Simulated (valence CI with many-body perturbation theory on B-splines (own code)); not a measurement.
## Cd XVII: fill in the table

Method: configuration interaction combined with many-body perturbation theory (CI+MBPT): four valence electrons over a frozen Dirac-Fock core [Ar] 3d10, radial functions for each j: 11 s, 11 p, 9 d, 7 f, 5 g, 2 h, 1 i, with the one-electron correlation potential Σ1, the two-electron term Σ2, the three-electron term Σ3, Breit, model QED; selected CI, second order for the rest (own B-spline code, finite nucleus).

No measured levels were compared; by estimate levels hold to about 250 cm⁻¹ or 0.2 % of their energy and the worst to 1 %, as in measured heavy ions of charge 2 to 7; those with d or f electrons hold less well.

```tsv
Level	E (eV)
(4s^2 4p1/2^2) J=0	0.000
(4s^2 4p1/2 4p3/2) J=1	?
(4s^2 4p1/2 4p3/2) J=2	8.126
(4s^2 4p3/2^2) J=2	15.925
(4s^2 4p3/2^2) J=0	20.761
(4s 4p1/2^2 4p3/2) J=2	41.508
(4s 4p1/2^2 4p3/2) J=1	?
(4s 4p1/2 4p3/2^2) J=2 [a]	50.360
(4s 4p1/2 4p3/2^2) J=3	52.737
(4s 4p1/2 4p3/2^2) J=0	56.893
(4s 4p1/2 4p3/2^2) J=1 [a]	57.844
(4s 4p1/2 4p3/2^2) J=2 [b]	?
(4s 4p1/2 4p3/2^2) J=1 [b]	64.168
(4s 4p3/2^3) J=2	?
(4s^2 4p1/2 4d3/2) J=2	72.571
(4s 4p3/2^3) J=1	?
(4s^2 4p1/2 4d5/2) J=3	75.769
(4s^2 4p1/2 4d5/2) J=2	78.740
(4s^2 4p1/2 4d3/2) J=1	?
(4s^2 4p3/2 4d5/2) J=4	81.345
```

Levels are named by their leading jj configuration (3d3/2^4 stands for four electrons in 3d with j = 3/2), which in mixed levels can hold well under half, so a name can repeat and another be missing. Letters in brackets count levels of one name in rising energy.

(1) The levels stand in rising order. What does the calculation give for the missing energies?

Results:

(1) (4s^2 4p1/2 4p3/2) J=1 6.277; (4s 4p1/2^2 4p3/2) J=1 49.139; (4s 4p1/2 4p3/2^2) J=2 [b] 58.617; (4s 4p3/2^3) J=2 64.985; (4s 4p3/2^3) J=1 72.982; (4s^2 4p1/2 4d3/2) J=1 80.032.
